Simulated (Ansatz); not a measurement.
Geometry optimisation, RKS r2SCANh-D4/def2-SVP (Ansatz).

input.yaml

```yaml
crystal:
  periodic: [false, false, false]
  atoms:
    - { symbol: "N", position_ang: [-1.26895, 2.15344, 1.45713] }
    - { symbol: C, position_ang: [-0.64331, 1.049, 1.00649] }
    - { symbol: C, position_ang: [-0.02363, 0.04732, 0.74544] }
    - { symbol: C, position_ang: [0.69418, -1.13548, 0.38251] }
    - { symbol: In, position_ang: [0.85072, -1.29147, -1.88279] }
    - { symbol: H, position_ang: [-2.25382, 2.01425, 1.64629] }
    - { symbol: H, position_ang: [-1.10126, 2.97605, 0.89089] }
    - { symbol: H, position_ang: [1.71961, -1.13481, 0.76438] }
    - { symbol: H, position_ang: [0.17673, -2.03253, 0.73475] }
    - { symbol: H, position_ang: [2.05088, -2.25361, -2.76995] }
    - { symbol: H, position_ang: [-0.20117, -0.39215, -2.97513] }
basis:
  gaussian: { orbitals: def2-SVP }
hamiltonian:
  xc: r2scanh
  dispersion: d4
relax:
  f_tol: 0.015
  max_steps: 40
```

Command:

```bash
$ ansatz run input.yaml --threads 2 --pin off --max-ram 3072MiB --backend cpu --events-out ev --progress --plain --runs-dir out
```

Where does it end, and by what steps?

The forces met the threshold. After 39 steps the energy has fallen by 0.276 eV; H10 moved furthest, 2.44 Å. Joined: C3–In5 (3.08 → 2.44 Å).

| step | energy less start (eV) | largest force component (eV/Å) | accepted |
| --- | --- | --- | --- |
| 0 | 0.0000 | 1.053 | yes |
| 2 | -0.1041 | 0.640 | yes |
| 4 | -0.1332 | 0.946 | yes |
| 6 | -0.1568 | 0.279 | yes |
| 8 | -0.1587 | 0.043 | yes |
| 10 | -0.1608 | 0.046 | yes |
| 12 | -0.1638 | 0.182 | yes |
| 14 | -0.1715 | 0.151 | yes |
| 16 | -0.1833 | 0.267 | yes |
| 18 | -0.1997 | 0.363 | yes |
| 20 | -0.2353 | 0.266 | yes |
| 22 | -0.2517 | 0.129 | yes |
| 24 | -0.2626 | 0.193 | yes |
| 26 | -0.2683 | 0.094 | yes |
| 28 | -0.2714 | 0.160 | yes |
| 30 | -0.2736 | 0.160 | yes |
| 32 | -0.2750 | 0.065 | yes |
| 34 | -0.2756 | 0.027 | yes |
| 36 | -0.2759 | 0.017 | yes |
| 38 | -0.2760 | 0.021 | yes |
| 39 | -0.2760 | 0.015 | yes |

```xyz
11
Properties=species:S:1:pos:R:3
N -0.773 2.120 0.834
C -0.377 0.855 0.611
C -0.009 -0.320 0.764
C 0.478 -1.635 0.496
In 0.617 -0.740 -1.560
H -1.295 2.285 1.689
H -1.144 2.630 0.042
H 1.454 -1.885 0.931
H -0.249 -2.451 0.594
H 2.112 0.026 -1.906
H -0.815 -0.883 -2.495
```

Run time: 69 s on 2 threads of AMD EPYC 9R45 96-Core Processor (Zen 5) (shared host), peak memory 0.31 GiB.
